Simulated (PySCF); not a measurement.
# Zero-point energy and free energy from harmonic frequencies

System: B2 (SMILES [B][B]), triplet, at the geometry optimised at the base level. Level: PBE/STO-3G, frequencies in PySCF. Sums are taken with unrounded values, so a last digit can differ.

Electronic energy -48.634480 Eh; harmonic frequencies (cm⁻¹, unscaled): 1251. At 298.15 K and 1 atm the ideal-gas enthalpy is -48.628312 Eh and the entropy 48.08 cal/(mol K).

Question: Work out the zero-point energy, the thermal part of the enthalpy and the Gibbs energy.

Answer: The frequencies add up to 1251 cm⁻¹; half of that over 219474.6 cm⁻¹/Eh is 0.00285 Eh = 1.79 kcal/mol (the program: 1.79). H - E - ZPE = 2.08 kcal/mol comes from translation, rotation, pV and thermally filled vibrations (RT = 0.592 kcal/mol). TS = 298.15 × 48.08/1000 = 14.34 kcal/mol = 0.02285 Eh, so G = H - TS = -48.65116 Eh.
